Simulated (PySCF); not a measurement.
**Relaxation of triplet BrRuN**

All numbers come from PySCF, UPBE0, basis Ru def2-SVP with ECP28, N def2-SVP, Br def2-SVP (scalar-relativistic core potentials, no spin–orbit coupling, density fitting). A (50,194) grid was used.

A hand-made linear start, of C∞v symmetry, held to at least that symmetry:

```xyz
3
charge 0 multiplicity 3, angstrom
Ru    0.0000    0.0000   -0.8431
N     0.0000    0.0000   -2.5831
Br    0.0000    0.0000    1.5469
```

Task: What does it relax to?

Result: It ends at C∞v with Ru–Br 2.432 Å, Ru–N 1.612 Å; Br–Ru–N 180.0°. A frequency run shows 2 imaginary modes (one degenerate set), down to 154i cm⁻¹, so it is a higher-order saddle point.

Task: How much energy is released, and in how many steps?

Result: 30.6 kJ/mol in 5 steps.

With open d or f shells other occupations or spin states may lie lower. At this level a singlet minimum of Cs symmetry lies 77 kJ/mol below this structure.

The relaxation took about 110 core-seconds on a shared host.
